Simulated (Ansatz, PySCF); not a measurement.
Pair of molecules: NH3 (SMILES N) (first 4 atoms) with N2 (SMILES N#N); geometry from B3LYP-D3(BJ)/def2-TZVP, rigid monomers moved along the line of their centres of mass till H4···N6 is 2.38 Å.
(charge 0, multiplicity 1):
```xyz
6

N     -0.077    -0.118    -0.355
H      0.881     0.150    -0.549
H     -0.660     0.690    -0.537
H     -0.139    -0.319     0.637
N     -0.012    -0.043     4.088
N     -0.070    -0.181     3.007
```

Interaction energies are E(AB) − E(A) − E(B) at the monomers' geometry in the complex; basis-set methods are counterpoise corrected.

Cores are frozen in the correlated methods. CBS: X⁻³ extrapolation of the correlation energy, Hartree–Fock from the larger set.

Run with Ansatz (Gaussian basis) for Hartree–Fock, density functionals and correlated methods; PySCF for the dispersion terms. 

PBE/def2-TZVPPD gives -0.08 kcal/mol for the interaction energy.

### Question
How do the other levels lie against it? Give each less PBE: PBE-D3(BJ)/def2-TZVPPD, r2SCAN/def2-TZVPPD, B3LYP/def2-TZVPPD, wB97M-V/def2-TZVPPD, MP2/CBS(aug-cc-pVDZ, aug-cc-pVTZ), CCSD(T)/CBS(aug-cc-pVDZ, aug-cc-pVTZ).

### Answer
PBE-D3(BJ)/def2-TZVPPD -0.41; r2SCAN/def2-TZVPPD 0.25; B3LYP/def2-TZVPPD 0.43; wB97M-V/def2-TZVPPD -0.04; MP2/CBS(aug-cc-pVDZ, aug-cc-pVTZ) -0.21; CCSD(T)/CBS(aug-cc-pVDZ, aug-cc-pVTZ) -0.18 kcal/mol. 2 of 6 lie above PBE; the widest gap is to B3LYP/def2-TZVPPD.

Ansatz is a program for electronic structure.
